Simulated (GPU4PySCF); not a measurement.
A structure optimised at r2SCAN-D4/def2-SVP, used in a GPU4PySCF frequency run:

```xyz
36

O      1.2328     7.5130    -0.1692
C      0.6506     6.4744    -0.1209
C     -0.8524     6.2052    -0.0747
C     -0.9259     4.7160    -0.0276
C     -1.9941     3.8214     0.0239
C     -1.6531     2.4762     0.0581
C     -0.3272     1.9708     0.0452
C      0.7418     2.8956    -0.0087
C      0.3943     4.2356    -0.0442
O      1.3147     5.2571    -0.0978
C     -0.4598     0.5191     0.0727
C      0.4598    -0.5191     0.0727
C      1.9452    -0.2713     0.1112
O      2.5776     0.7467     0.1558
O      2.5925    -1.4863     0.1020
C      1.6531    -2.4762     0.0581
C      1.9941    -3.8214     0.0239
C      0.9259    -4.7160    -0.0276
C     -0.3943    -4.2356    -0.0442
C     -0.7418    -2.8956    -0.0087
C      0.3272    -1.9708     0.0452
O     -1.3147    -5.2571    -0.0978
C     -0.6506    -6.4744    -0.1209
O     -1.2328    -7.5130    -0.1692
C      0.8524    -6.2052    -0.0747
C     -1.9452     0.2713     0.1112
O     -2.5776    -0.7467     0.1558
O     -2.5925     1.4863     0.1020
H     -1.2854     6.7092     0.8065
H     -1.3307     6.6556    -0.9614
H     -3.0402     4.1341     0.0364
H      1.7811     2.5806    -0.0170
H      3.0402    -4.1341     0.0364
H     -1.7811    -2.5806    -0.0170
H      1.3307    -6.6556    -0.9614
H      1.2854    -6.7092     0.8065
```

Task: Write its SMILES, formula and point group.

Result: O=C1Cc2cc3c(cc2O1)/C(=C1\C(=O)Oc2cc4c(cc21)OC(=O)C4)C(=O)O3, C20H8O8, C2

Task: What are its rotational constants (standard atomic weights)?

Result: 0.56492, 0.075293, 0.066554 GHz
